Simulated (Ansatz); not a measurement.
Start from `NB(Br)Br` and change one element to get `[NH2][Ga]([Br])[Br]`.

Ansatz, PBE0-D4/def2-TZVP geometries, multiplicity 1. Each molecule was computed in one conformer, which needn't be the lowest.

Scalar relativity is left out up to krypton.

```tsv
property	`NB(Br)Br`
zero-point energy (PBE0-D4/def2-TZVP) / kJ/mol	86.8
HOMO energy (PBE/def2-TZVPP) / eV	-6.81
HOMO energy (B3LYP/def2-TZVPP) / eV	-7.83
HOMO energy (PBE0/def2-TZVPP) / eV	-8.10
HOMO–LUMO gap (ωB97M-V/def2-TZVPP) / eV	12.19
HOMO–LUMO gap (PBE0/def2-TZVPP) / eV	7.92
```

Task: What does the change do to each property? (Best estimate.)

Result: The calculation gave: 
```csv
property,`[NH2][Ga]([Br])[Br]`,shift
zero-point energy (PBE0-D4/def2-TZVP) / kJ/mol,70.8,-16.0
HOMO energy (PBE/def2-TZVPP) / eV,-6.59,0.22
HOMO energy (B3LYP/def2-TZVPP) / eV,-7.72,0.11
HOMO energy (PBE0/def2-TZVPP) / eV,-7.98,0.12
HOMO–LUMO gap (ωB97M-V/def2-TZVPP) / eV,10.93,-1.26
HOMO–LUMO gap (PBE0/def2-TZVPP) / eV,6.71,-1.21
```

With PBE0 the HOMO rises by 0.12 eV and the LUMO falls by 1.07 eV, so the gap narrows by about 1.19 eV. PBE moves the HOMO by 0.22 eV and ωB97M-V by -0.03 eV.

B3LYP here is the variant with VWN-RPA as its local correlation; programs differ in this.

Spin–orbit coupling is left out; it splits and shifts lone-pair levels of the heavy atoms by tenths of an eV.
